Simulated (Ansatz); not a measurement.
Si20H29, a nanocrystal with a defect cut from the lattice of silicon (one cap removed), 49 atoms. Hardware: 2 threads of AMD EPYC 7R13 on a shared host and a share (18 GiB) of an NVIDIA H100 80GB HBM3.

Single mean-field runs in def2-SVP are fitted with def2-universal-jkfit.

(1) How many basis functions does each of these Ansatz runs have, and roughly what does it cost? PBE0-D4/def2-SVP, charge 1 triplet at the geometry of the charge 0 doublet, energy; PBE-D4/def2-SVP, charge -1 singlet at the geometry of the charge 0 doublet, energy, from earlier orbitals; HSE06-D4/def2-SVP, charge 0 doublet, energy and forces, from earlier orbitals; PBE0-D4/def2-SVP, charge 1 singlet at the geometry of the charge 0 doublet, energy; PBE0-D4/def2-SVP, charge 0 doublet, energy, from earlier orbitals; CAM-B3LYP-D4/def2-SVP, charge 0 doublet, energy, from earlier orbitals; PBE-D4/def2-SVP, charge 0 doublet, energy, from earlier orbitals; PBE-D4/def2-SVP, charge -1 triplet at the geometry of the charge 0 doublet, energy, from earlier orbitals; PBE-D4/def2-SVP, charge 1 singlet at the geometry of the charge 0 doublet, energy, from earlier orbitals; HSE06-D4/def2-SVP, charge -1 triplet at the geometry of the charge 0 doublet, energy, from earlier orbitals; PBE0-D4/def2-SVP, charge -1 triplet at the geometry of the charge 0 doublet, energy; HSE06-D4/def2-SVP, charge 1 singlet at the geometry of the charge 0 doublet, energy, from earlier orbitals.

Results:

(1) Other jobs shared the machine, so times can vary by a factor of up to 3. A dash marks memory too small to be measured apart from the calling script's.

```csv
run,functions,fitting or Cholesky vectors,wall time,peak host memory (GiB)
"PBE-D4/def2-SVP, charge -1 singlet at the geometry of the charge 0 doublet, energy, from earlier orbitals",505,3082,3.7 s,–
"PBE-D4/def2-SVP, charge 1 singlet at the geometry of the charge 0 doublet, energy, from earlier orbitals",505,3082,4 s,–
"PBE0-D4/def2-SVP, charge 1 singlet at the geometry of the charge 0 doublet, energy",505,3082,4.6 s,–
"PBE-D4/def2-SVP, charge 0 doublet, energy, from earlier orbitals",505,3082,4.7 s,–
"HSE06-D4/def2-SVP, charge 1 singlet at the geometry of the charge 0 doublet, energy, from earlier orbitals",505,3082,6 s,–
"PBE0-D4/def2-SVP, charge 0 doublet, energy, from earlier orbitals",505,3082,8 s,–
"CAM-B3LYP-D4/def2-SVP, charge 0 doublet, energy, from earlier orbitals",505,3082,8.5 s,–
"PBE-D4/def2-SVP, charge -1 triplet at the geometry of the charge 0 doublet, energy, from earlier orbitals",505,3082,11 s,–
"HSE06-D4/def2-SVP, charge 0 doublet, energy and forces, from earlier orbitals",505,3082,12 s,3
"PBE0-D4/def2-SVP, charge -1 triplet at the geometry of the charge 0 doublet, energy",505,3082,17 s,–
"HSE06-D4/def2-SVP, charge -1 triplet at the geometry of the charge 0 doublet, energy, from earlier orbitals",505,3082,19 s,–
"PBE0-D4/def2-SVP, charge 1 triplet at the geometry of the charge 0 doublet, energy",505,3082,24 s,–
```
